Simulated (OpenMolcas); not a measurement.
An atom or ion with 41 electrons was computed by SS-CASPT2, IPEA 0.25 Eh, imaginary shift 0.1 Eh with spin-orbit coupling (OpenMolcas, ANO-RCC-VQZP, DKH2). The lowest levels that the run gave, each within 12 % of the measured value where one is at hand:

```tsv
J	Parity	E (cm⁻¹)	g
5/2	even	0.0	2.000
1/2	even	11780	3.318
3/2	even	12040	1.865
5/2	even	12430	1.657
7/2	even	12900	1.587
9/2	even	13450	1.555
5/2	even	15840	0.578
7/2	even	15950	0.986
9/2	even	16040	1.172
11/2	even	16050	1.272
3/2	even	16510	1.403
1/2	even	16530	0.948
```

Which ion is it, and what are the configurations and terms?

Mo⁺ (Z = 42, charge +1; active space 5 electrons in 6 orbitals (4d 5s)). J, parity and g give the terms where levels are pure, and mixed ones are named by the computed weights; the size of the splittings, set against known spectra of the 41-electron sequence, gives the charge. In order, with the measured energies in cm⁻¹ (NIST Handbook of Basic Atomic Spectroscopic Data): 4d⁵ ⁶S_5/2, 4d⁴ 5s ⁶D_1/2 (11783), 4d⁴ 5s ⁶D_3/2 (12034), 4d⁴ 5s ⁶D_5/2 (12417), 4d⁴ 5s ⁶D_7/2 (12900), 4d⁴ 5s ⁶D_9/2 (13461), 4d⁵ ⁴G_5/2 (15199), 4d⁵ ⁴G_7/2 (15331), 4d⁵ ⁴G_9/2 (15428), 4d⁵ ⁴G_11/2 (15447), 4d⁴ 5s ⁴D_3/2(1) [62 %], 4d⁴ 5s ⁴D_1/2(1) [64 %].

Term energies are means over components that CASPT2 splits; among the terms shown or strongly mixed into the levels shown the widest spread is 340 cm-1 (4d⁴ 5s ⁶D). Terms from blocks run as CI alone lack orbitals of their own. Configurations are named by rounded mean occupations; where the s occupation lies near a half they are strongly mixed, a name can repeat and a true partner stay unpaired. A single d shell beside an s shell can misplace configurations of different d count against each other. Computed and measured levels are paired by configuration, term and J; levels that our copy of the source lacks, or whose pairing is in doubt (as where it misses far off the trend of its configuration), stay unpaired and out of the deviations. Only configurations of the active space appear.

A share in square brackets marks a mixed level and gives the weight of the term that names it. A number in round brackets counts repeated terms of one configuration in the order of the reference energies.
